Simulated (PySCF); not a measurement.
A structure optimised at PBE-D3(BJ)/def2-SVP, used in a PySCF frequency run:

```
O
Si 1 1.6457
H 2 1.4867 1 109.51
Ge 1 1.8213 2 129.91 3 -171.42
H 4 1.5448 1 104.65 2 -142.22
H 4 1.5465 5 112.21 1 115.43
H 4 1.5487 5 112.26 6 127.25
Cl 2 2.0744 3 109.51 1 121.41
Cl 2 2.0782 3 109.73 1 -120.87
```

Problem. Write its SMILES and formula.

Solution. Cl[SiH](Cl)[O][GeH3], Cl2GeH4OSi

Problem. What are its rotational constants (standard atomic weights)?

Solution. 2.0172, 0.89276, 0.70430 GHz
